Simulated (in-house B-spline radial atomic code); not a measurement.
Values are calculated unless marked as measured or tabulated.
**Extrapolating the RPA correlation energy in partial waves: Sc³⁺**

All-electron RPA on r2SCAN orbitals from a B-spline radial code for spherical atoms, scalar-relativistic (spin-free one-electron X2C), finite nucleus, configuration [Ne] 3s2 3p6. With empty states up to angular momentum L the sums are:

```json
{"L": "3", "E_c(L) (hartree)": "-1.018725"}
{"L": "4", "E_c(L) (hartree)": "-1.097993"}
{"L": "5", "E_c(L) (hartree)": "-1.129150"}
```

For large l each further wave adds A/(l + 1/2)⁴, because the basis must build the cusp where two electrons meet.

Task: Estimate the limit from L = 4 and L = 5.

Result: Wave 5 adds -0.031157, against a sum of (l + 1/2)⁻⁴ of 1.09282e-03, so A = -28.511. The sum over l > 5 is ζ(4, 6.5) = 1.5223e-03, close to 1/(3 × 6³) = 1.5432e-03. The tail is -0.043401 and the limit -1.17255 hartree.

Task: How good is the estimate?

Result: A run to L = 11 sums to -1.16156 and extrapolates to -1.16550 hartree, 0.19 millihartree from the run before. The estimate differs from that by -7.06 millihartree, while the bare sum at L = 5 misses 36.3 millihartree (3.1 %).
